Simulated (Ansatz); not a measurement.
```yaml
crystal:
  periodic: [false, false, false]
  atoms:
    - {symbol: C, position_ang: [-0.779491, -2.305942, 0.358402]}
    - {symbol: O, position_ang: [-0.628747, -0.713437, 0.029425]}
    - {symbol: Si, position_ang: [0.595370, 0.118975, 0.018503]}
    - {symbol: F, position_ang: [1.682412, -0.439130, -0.919238]}
    - {symbol: F, position_ang: [1.515871, 0.059435, 1.466707]}
    - {symbol: Ge, position_ang: [0.189547, 2.339918, -0.451266]}
    - {symbol: H, position_ang: [-0.525470, -2.517945, 1.369792]}
    - {symbol: H, position_ang: [-0.252186, -2.655637, -0.405026]}
    - {symbol: H, position_ang: [-1.744053, -2.400074, 0.330679]}
    - {symbol: H, position_ang: [-0.598857, 2.425743, -1.837063]}
    - {symbol: H, position_ang: [1.277097, 3.299791, -0.546264]}
    - {symbol: H, position_ang: [-0.972819, 3.033288, 0.769559]}
basis:
  gaussian: {orbitals: def2-TZVP, point_charges: [{charge: 0.50, position_ang: [4.257, 0.290, -0.422]}]}
magnetization: {spin_polarized: true, initial_magnetization: 8}
hamiltonian: {xc: {name: BLYP}, dispersion: d3bj}
```

```sh
$ ansatz run in.yaml --threads 4 --pin off --events-out ev --progress --plain --max-ram 11315MiB
```

Output, abridged:

```
Functional definition: BLYP
1517 factors; their error is unknown
mean field evaluation 1: about -72965.7474 eV, gradient 7.5e1 eV
mean field evaluation 2: about -72453.2625 eV, gradient 2.2e2 eV
mean field evaluation 4: about -72892.3896 eV, gradient 1.1e2 eV
mean field evaluation 8: about -72991.8409 eV, gradient 1.0e0 eV
mean field evaluation 16: about -72991.8514 eV, gradient 4.6e-5 eV
mean field -72991.85135819 eV, -2682.4010617598 hartree, gradient 1.7e-5 eV, S^2 20.007210; 8 other end points of the search recorded, 0 dependent functions left out
reference -72991.85182819 eV, -2682.4010790319 hartree; 46, 38 occupied and 199, 207 virtual orbitals, 1517 factors
Total energy: -72992.39120786 eV, -2682.4209008693 hartree
```

Task: What is wrong with this run?

Result: The spin is set far too high for this molecule. The run converged. The result belongs to that input, not to the molecule as meant.
